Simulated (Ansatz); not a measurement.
`[SiH3][SiH2]SS` + `B[SeH]` → `B[Se][SiH2][SiH3]` + `SS` at 298.15 K and 1 bar (ligand exchange at the Si–S bond).

Computed with Ansatz on PBE0-D4/def2-TZVP structures; ΔE is electronic, products minus reactants. CBS: MP2 limit from def2 TZ/QZ plus the TZ coupled-cluster correction, frozen cores. This one scheme is used for every species. For Se outer-core shells are correlated without core-valence functions, which leaves a few kJ/mol of doubt a bond. Scalar relativity is left out up to krypton. Each species was taken in one conformer, which may not be the lowest.

```tsv
species	CCSD(T)/CBS energy (Eh)	H − E (kJ/mol)	S (J/(mol·K))
`[SiH3][SiH2]SS`	-1377.32858	163.6	380.5
`B[SeH]`	-2427.30556	87.1	258.2
`B[Se][SiH2][SiH3]`	-3007.88916	192.0	379.2
`SS`	-796.74576	60.1	251.3
```

H − E and S are ideal-gas, rigid-rotor, harmonic terms from PBE0-D4/def2-TZVP, for one conformer and one mirror image of each species. 1 Eh = 2625.50 kJ/mol, R = 8.31446 J/(mol·K).

Question: By hand: ΔE, ΔH, ΔS and ΔG.

Answer: ΔE = (-3007.88916) + (-796.74576) − (-1377.32858) − (-2427.30556) = -0.00078 Eh = -2.0 kJ/mol. Δ(H − E) = 192.0 + 60.1 − 163.6 − 87.1 = 1.4, so ΔH = -0.6 kJ/mol. ΔS = 379.2 + 251.3 − 380.5 − 258.2 = -8.2 J/(mol·K). ΔG = -0.6 − 298.15 × (-8.2)/1000 = 1.8 kJ/mol.

Question: By hand: the equilibrium constant, and the temperature at which ΔG would vanish if ΔH and ΔS stayed fixed.

Answer: log₁₀ K = −ΔG/(RT ln 10) = -0.3. ΔG = 0 at ΔH/ΔS = 73 K, though so small a ΔH makes that figure unsure.

TΔS isn't small against ΔH here. The sign of ΔG lies within the doubt. A doubt of 5 kJ/mol in ΔE shifts log₁₀ K by 0.9 here. Other conformers and mirror images would add mixing entropy, several J/(mol·K) or more a flexible species. Modes under 60 cm⁻¹, often nearly free rotors, make the harmonic entropy too high. These are equilibria of isolated gas molecules and say nothing of rates. Largest T1 diagnostic: 0.014 (customary marks: 0.02 for closed shells, 0.045 for open ones).
